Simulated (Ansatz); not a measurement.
This geometry of BrH₂OSi (5 atoms, charge 0, multiplicity 2) is a first-order saddle point.

Computed with Ansatz, UKS B3LYP-D4/def2-SVP.

```xyz
5
Properties=species:S:1:pos:R:3
O -1.412 -0.298 0.338
Si 0.130 0.137 0.010
Br 1.756 -1.376 0.069
H -1.101 0.048 -0.998
H 0.677 1.415 0.540
```

Task: Which two structures does it join? (They come from a converged band through this point; their orientation in space is the band's.)

Result: Bonds broken: O1–H4. Bonds formed: Si2–H4.

Initial state:

```xyz
5
Properties=species:S:1:pos:R:3
O -1.203 0.039 -0.131
Si 0.402 0.484 -0.154
Br 1.768 -1.318 -0.031
H -1.510 -0.576 -0.811
H 0.594 1.297 1.086
```

Final state:

```xyz
5
Properties=species:S:1:pos:R:3
O -1.327 -0.337 0.977
Si -0.061 0.080 -0.030
Br 1.650 -1.351 -0.045
H -0.642 0.137 -1.400
H 0.430 1.398 0.457
```

Task: How far does it lie above each of them?

Result: 2.07 eV above the first and 0.87 eV above the second. This is the barrier of this one path; another mechanism may lie lower.

The run took 3.1 min on 2 threads of Arm Neoverse V1 (shared host), peak memory 0.23 GiB.
